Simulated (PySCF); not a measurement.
Species: `C=C1[SiH2]N(C)C[C@@H]1CF`. The columns A, B, C and D hold Mulliken, IAO, Hirshfeld and ESP-fitted charges (e) of one PBE0/pcSseg-1 density (PySCF), in a shuffled order. Coordinates in Å (GFN2-xTB); the density's dipole moment is (0.95, 0.91, 0.24) D.

| atom | x | y | z | A | B | C | D |
| --- | --- | --- | --- | --- | --- | --- | --- |
| C1 | -1.085 | 2.540 | -0.002 | -0.299 | -0.461 | -0.044 | -0.095 |
| C2 | -0.470 | 1.372 | 0.065 | -0.261 | -0.157 | -0.512 | -0.084 |
| Si3 | 1.343 | 0.979 | -0.245 | +0.865 | +0.574 | +0.819 | +0.357 |
| N4 | 1.115 | -0.643 | 0.264 | -0.512 | -0.090 | -0.814 | -0.173 |
| C5 | 2.134 | -1.636 | 0.443 | -0.297 | -0.505 | -0.034 | -0.069 |
| C6 | -0.119 | -0.879 | 0.983 | -0.147 | -0.218 | +0.093 | -0.028 |
| C7 | -1.173 | 0.092 | 0.438 | -0.127 | -0.008 | -0.325 | -0.037 |
| C8 | -1.811 | -0.484 | -0.825 | +0.048 | +0.093 | +0.274 | +0.022 |
| F9 | -2.538 | -1.615 | -0.533 | -0.333 | -0.254 | -0.346 | -0.123 |
| H10 | -2.135 | 2.662 | 0.224 | +0.142 | +0.192 | +0.106 | +0.046 |
| H11 | -0.558 | 3.435 | -0.287 | +0.146 | +0.195 | +0.110 | +0.046 |
| H12 | 1.783 | 0.991 | -1.643 | -0.143 | -0.152 | -0.100 | -0.085 |
| H13 | 2.225 | 1.831 | 0.569 | -0.155 | -0.138 | -0.111 | -0.089 |
| H14 | 2.986 | -1.386 | -0.184 | +0.142 | +0.164 | +0.109 | +0.046 |
| H15 | 2.473 | -1.693 | 1.485 | +0.121 | +0.149 | +0.098 | +0.034 |
| H16 | 1.758 | -2.622 | 0.155 | +0.136 | +0.158 | +0.106 | +0.041 |
| H17 | 0.015 | -0.725 | 2.063 | +0.114 | +0.087 | +0.113 | +0.029 |
| H18 | -0.438 | -1.916 | 0.833 | +0.137 | +0.131 | +0.119 | +0.035 |
| H19 | -1.963 | 0.257 | 1.177 | +0.145 | +0.109 | +0.122 | +0.044 |
| H20 | -1.043 | -0.773 | -1.547 | +0.140 | +0.050 | +0.109 | +0.040 |
| H21 | -2.507 | 0.230 | -1.278 | +0.139 | +0.079 | +0.110 | +0.040 |

Question: Which column most likely holds the ESP-fitted charges?

Answer: B. Σ q r misses the density's dipole by 0.04 D (B), 0.38 D (D), 1.94 D (C), 2.11 D (A). Charges fitted to the outside potential are the only set here that is tied to the molecule's multipoles.

Question: And the Hirshfeld charges?

Answer: D. The mean sizes are 0.074 e (D), 0.189 e (B), 0.217 e (A), 0.218 e (C), and Hirshfeld charges are commonly the smallest of these schemes.

As computed, A = IAO, B = ESP-fitted, C = Mulliken, D = Hirshfeld. Hydrogens on carbon: IAO +0.11 to +0.15, ESP-fitted +0.05 to +0.20, Mulliken +0.10 to +0.12, Hirshfeld +0.03 to +0.05 e.

The Mulliken scheme counts on each atom the diagonal of the density matrix times the overlap matrix over that atom's basis functions. The IAO scheme projects the occupied orbitals on a minimal set of polarised atomic orbitals and counts the electrons in each atom's part of it.

Geometry: GFN2-xTB, one conformer, isolated molecule.

These values come from a run that also computed NMR shieldings. Time: 72 s of wall time; peak memory 0.99 GiB. Hardware: Arm Neoverse N1, one thread, shared host with 64 logical CPUs at a one-minute load of 52.
